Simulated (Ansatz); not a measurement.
Ansatz (an electronic-structure program) input:
A basis named .json is the Basis Set Exchange file of that set.

Ansatz 0.2 input:
```yaml
crystal:
  periodic: [false, false, false]
  atoms:
    - {symbol: Ge, position_ang: [-0.38631198, 0.31693789, -0.30276315]}
    - {symbol: O, position_ang: [-1.59573108, -0.84364772, -0.35082464]}
    - {symbol: Cl, position_ang: [1.47810778, -0.19957827, 0.73500107]}
basis:
  gaussian:
    orbitals: def2-TZVPPD.json
    fitting: {mean_field: def2-universal-jkfit, correlation: def2-TZVPPD-RIFIT.json}
total_charge: 1
magnetization: {spin_polarized: false}
correlation: {method: mp2, electrons: outside_noble_gas}
```

**Question.** What final total energy does it print?

**Answer.** -2609.90581 Eh (RI-MP2/def2-TZVPPD). The basis has 145 functions.

This state (charge 1, singlet) is run at the relaxed geometry of the species with charge 0 and multiplicity 2.
